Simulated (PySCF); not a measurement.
## Peak assignment

Bonds (- single, = double, # triple, : aromatic): F1-C2 1.341 Å, C2-F3 1.359 Å, C2-O4 1.348 Å, O4-C5 1.380 Å, C5=C6 1.339 Å, C6-C7 1.456 Å, C7=C8 1.340 Å, C8-Si9 1.883 Å, Si9-C5 1.907 Å. C2 carries H10; C6 carries H11; C7 carries H12; C8 carries H13; Si9 carries H14, H15.

All values are calculated (PySCF 2.14.0 with density-fitted response routines): coordinates at the GFN2-xTB level, shieldings: GIAO PBE0/pcSseg-1. Equivalent nuclei averaged, non-relativistic Hamiltonian, isolated molecule, single conformer.

Chemical shifts δ = σref − σ; 13C and 1H vs TMS, all at this level.

(1) Assign these signals to the numbered atoms. 13C{1H} NMR (computed): δ 172.2, 156.5, 124.6, 123.0, 121.8.

(2) Assign these signals to the numbered atoms. 1H NMR (300 MHz, computed): δ 7.15 (m, 1H), 6.62 (m, 1H), 6.08 (d, 1H), 5.71 (m, 1H), 4.69 (m, 2H).

Answers

(1) 
```tsv
δ (ppm)	atoms	environment	reason
172.2	C5	alkene carbon bearing oxygen	an sp2 carbon further deshielded by the attached heteroatom
156.5	C7	alkene CH	as expected for a trigonal carbon in a double bond
124.6	C6	β carbon of an enol-ether or enamine type C=C	–
123.0	C2	sp3 CH bonded to 2 F and O	3 electronegative neighbours deshield it
121.8	C8	alkene CH	as expected for a trigonal carbon in a double bond
```

C6 and C2; C2 and C8 lie closer than the usual error of such a calculation, so a measured spectrum could show them in the other order.

(2) 
| δ (ppm) | atoms | environment | reason |
| --- | --- | --- | --- |
| 7.15 | H12 | hydrogen on an alkene CH | attached to an sp2 carbon and in the plane of the double bond |
| 6.62 | H10 | hydrogen on an sp3 CH bonded to 2 F and O | its carbon carries F and O, an electronegative neighbour |
| 6.08 | H11 | hydrogen on a β carbon of an enol-ether or enamine type C=C | a vinylic proton, deshielded by the sp2 carbon and the C=C anisotropy |
| 5.71 | H13 | hydrogen on an alkene CH | olefinic region |
| 4.69 | H14/H15 | hydrogen on a silicon bonded to 2 C, in a 5-membered ring | – |

Splittings by 19F in the carbon and heteronuclear signals aren't shown, as no couplings were computed. Shifts are as computed. Against solution values, carbons near 30 ppm lie about +3 ppm off and those near 130 ppm about +5 ppm. Of 1211 compounds with measured shifts, 218 miss one by over three times the rms of a fit or turn the order of signals round; such compounds aren't used in these exercises. No couplings were computed; multiplicities are counted from neighbouring protons, with m where these are inequivalent, close in shift, in a saturated or five-membered ring or joined by F or P, and br s for small geminal =CH2 splittings.
